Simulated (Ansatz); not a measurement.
Conformers of CH7FO2Si2, SMILES `C[Si@H](O)[Si@H](O)F`, each relaxed with PBE0-D4/def2-TZVP in Ansatz. CBS adds the triple-zeta coupled-cluster correction to the MP2 limit.

Not all of them had a frequency check.

Conformer A:

Cartesian coordinates in Å:
```
C -0.949 -0.390 1.880
Si 0.345 -0.583 0.559
O 1.684 0.281 1.001
Si -0.300 0.259 -1.541
O 1.104 0.923 -2.089
F -1.419 1.403 -1.405
H -1.269 0.650 1.966
H -1.825 -1.003 1.654
H -0.551 -0.711 2.847
H 0.675 -2.031 0.396
H 2.202 0.642 0.278
H -0.852 -0.683 -2.554
H 1.153 1.243 -2.992
```

Conformer B:

Cartesian coordinates in Å:
```
C -1.389 -1.231 0.047
Si -0.607 0.358 -0.542
O -0.349 0.375 -2.178
Si 1.520 0.634 0.409
O 1.324 0.344 2.013
F 2.051 2.132 0.189
H -2.390 -1.361 -0.374
H -0.786 -2.097 -0.233
H -1.479 -1.216 1.137
H -1.488 1.498 -0.145
H -1.106 0.503 -2.751
H 2.597 -0.235 -0.143
H 2.103 0.296 2.570
```

**Question.** Which is lowest in electronic energy at CCSD(T)/CBS (frozen core, def2 sets), and by how much? (An estimate is asked.)

**Answer.** Computed: A; B lies 3.3 kJ/mol higher.

**Question.** Give the energies relative to A (kJ/mol) with ωB97M-V/def2-TZVPP, B2PLYP/def2-TZVPP, PBE0/def2-TZVPP, SCS-MP2/def2-TZVPP, CCSD/def2-TZVPP, HF/def2-QZVPP, MP2/CBS(def2). (An estimate is asked.)

**Answer.** Computed: 
| level | B |
| --- | --- |
| ωB97M-V/def2-TZVPP | 4.8 |
| B2PLYP/def2-TZVPP | 3.5 |
| PBE0/def2-TZVPP | 4.3 |
| SCS-MP2/def2-TZVPP | 2.8 |
| CCSD/def2-TZVPP | 2.7 |
| HF/def2-QZVPP | 0.3 |
| MP2/CBS(def2) | 3.3 |
